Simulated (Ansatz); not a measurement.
Geometry optimisation, RKS BHLYP-D4/def2-SVP (Ansatz 0.2.0).

The input (input.yaml):

```yaml
crystal:
  periodic: [false, false, false]
  atoms:
    - { symbol: C, position_ang: [-1.7519, 0.231, 0.3369] }
    - { symbol: In, position_ang: [-0.0536, 0.6829, 1.419] }
    - { symbol: Si, position_ang: [1.3483, 0.3166, -0.1529] }
    - { symbol: "N", position_ang: [1.2923, -1.1525, -1.1365] }
    - { symbol: F, position_ang: [1.1836, 1.6675, -1.1339] }
    - { symbol: H, position_ang: [-1.9477, -0.7987, 0.1815] }
    - { symbol: H, position_ang: [-2.5069, 0.6571, 1.0699] }
    - { symbol: H, position_ang: [-1.9099, 0.815, -0.6492] }
    - { symbol: H, position_ang: [0.2001, 0.2791, 1.5906] }
    - { symbol: H, position_ang: [2.7182, 0.3469, 0.5005] }
    - { symbol: H, position_ang: [0.2547, -1.1367, -1.5372] }
    - { symbol: H, position_ang: [1.2497, -1.9634, -0.4548] }
basis:
  gaussian: { orbitals: def2-SVP }
hamiltonian:
  xc: { name: BHLYP }
  dispersion: d4
relax:
  f_tol: 0.02
  max_steps: 50
```

Launched with:

```bash
$ ansatz run input.yaml --threads 2 --pin off --max-ram 3072MiB --backend cpu --events-out ev --progress --plain --runs-dir out
```

Q: Where does it end, and by what steps?

A: The forces met the threshold. The force dipped under the threshold on the way, but the program's further checks kept it going. After 34 steps the energy has fallen by 123.783 eV; H12 moved furthest, 1.62 Å. The start is strongly strained (largest force component 545 eV/Å).

```tsv
step	energy less start (eV)	largest force component (eV/Å)	accepted
0	0.0000	544.678	yes
2	-108.4246	38.906	yes
4	-119.5168	9.244	yes
6	-122.3847	3.175	yes
8	-123.2341	1.052	yes
10	-123.5423	0.566	yes
12	-123.6283	0.555	yes
14	-123.7192	0.233	yes
16	-123.7546	0.279	yes
18	-123.7605	0.894	no
20	-123.7768	0.080	yes
22	-123.7790	0.035	yes
24	-123.7800	0.059	yes
26	-123.7810	0.104	yes
28	-123.7807	0.126	no
30	-123.7821	0.060	yes
32	-123.7824	0.037	yes
34	-123.7825	0.011	yes
```

```xyz
12
Properties=species:S:1:pos:R:3
C -2.308 0.290 0.486
In -0.303 0.565 1.289
Si 1.728 0.165 -0.264
N 1.418 -1.211 -1.236
F 1.918 1.528 -1.148
H -2.524 -0.781 0.419
H -3.063 0.752 1.125
H -2.385 0.710 -0.520
H -0.134 1.004 2.962
H 3.051 -0.067 0.358
H 0.525 -1.353 -1.676
H 2.155 -1.657 -1.760
```

Whether the end is a true minimum wasn't checked by a vibrational analysis.

The run took 61 s on 2 threads of AMD EPYC 9R45 96-Core Processor (Zen 5), on a shared host, peak memory 0.33 GiB.
